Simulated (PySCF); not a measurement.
W(O)2(Cl)(OH) (ClHO3W), SMILES [O]=[W](=[O])([OH])[Cl], multiplicity 1.

Geometry optimised at B3LYP-D3(BJ)/def2-SVP. A frequency run showed that this geometry is not a minimum. The spin state was assumed, not searched. The structure was generated by enumeration; whether it is a known compound was not checked. The def2 effective core potentials stand for the cores of W; spin–orbit coupling is left out. One conformer was computed; it need not be the lowest.

Method: TDA-PBE/def2-SVPD (PySCF 2.14.0).

Vertical excitations. Gas-phase values at a fixed geometry. State labels are in the subgroup Cs.

**Question.** List the lowest excited states. (The exact figures need the calculation; the answer reports its results.)

**Answer.** 
```tsv
state	symmetry	energy (eV)	λ (nm)	f	main pairs
S1	A"	4.60	270	0.005	HOMO→LUMO 93 %
S2	A'	4.99	249	0.001	HOMO→LUMO+1 95 %
S3	A"	5.05	245	0.000	HOMO−1→LUMO 99 %
S4	A'	5.31	233	0.013	HOMO−2→LUMO 82 %
S5	A"	5.44	228	0.000	HOMO−3→LUMO 88 %
S6	A"	5.45	228	0.001	HOMO→LUMO+2 81 %
S7	A'	5.68	218	0.006	HOMO−1→LUMO+1 49 %, HOMO−4→LUMO 30 %, HOMO−5→LUMO 14 %
S8	A"	5.70	217	0.002	HOMO−2→LUMO+1 79 %
S9	A'	5.88	211	0.003	HOMO−3→LUMO+1 51 %, HOMO−4→LUMO 22 %, HOMO−5→LUMO 20 %
S10	A'	5.92	209	0.012	HOMO−2→LUMO+2 35 %, HOMO−5→LUMO 22 %, HOMO−4→LUMO 18 %, HOMO−1→LUMO+1 14 %
T1	A"	4.17	297	0	HOMO→LUMO 98 %
T2	A'	4.64	267	0	HOMO→LUMO+1 95 %
T3	A"	4.86	255	0	HOMO−1→LUMO 97 %
T4	A'	4.92	252	0	HOMO−2→LUMO 95 %
```
Triplets are in the Tamm–Dancoff approximation.
